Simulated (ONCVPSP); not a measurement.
**Ranking ONCV potentials for rubidium (Rb)**

All share these settings but for the change named:

Rb, optimised norm-conserving Vanderbilt (ONCV), made with ONCVPSP 4.0.1 (PBE, scalar-relativistic). Core [Ar] 3d10, reference 4s2 4p6 5s1. Waves: 4s+5s: rc 2.30 bohr, ncon 4, nbas 8, qcut 6.1 1/bohr, 3 projectors, debl 2.1 Ha; 4p: rc 2.30 bohr, ncon 4, nbas 8, qcut 4.9 1/bohr, 2 projectors, debl 3.8 Ha; d scattering state at 0.09 Ha: rc 2.00 bohr, ncon 4, nbas 9, qcut 4.5 1/bohr, 2 projectors, debl 2.8 Ha. Local part: polynomial inside 1.35 bohr (lpopt 5, dvloc0 -1 Ha). Core correction: none.

Test errors are all-electron minus pseudo excitation energies from the reference, over 4s2 4p6 5s0; 4s2 4p6 5s0.5; 4s2 4p6 5s0 5p1; 4s2 4p5 5s1. None of these files shows a bound ghost.

The base gives 15.5 meV.

Of 7 variants that were run, those that failed, showed a ghost or another fault, or gave nearly equal values are left out.

A variant can come out equal or close to the base, since the largest error may sit in a test that the change hardly touches while other tests move.

Q: Rank these variants by their largest absolute test error, smallest first.
A. all radii scaled by about 0.80 (s 1.84, p 1.84, d 1.60 bohr); local potential polynomial inside 1.08 bohr (lpopt 5, dvloc0 -1 Ha)
B. all radii scaled by about 1.32 (s 3.04, p 3.04, d 2.64 bohr); local potential polynomial inside 1.78 bohr (lpopt 5, dvloc0 -1 Ha)
C. all radii scaled by about 0.93 (s 2.14, p 2.14, d 1.86 bohr); local potential polynomial inside 1.26 bohr (lpopt 5, dvloc0 -1 Ha)

A: B (7.1 meV), A (12.1 meV), C (14.6 meV).
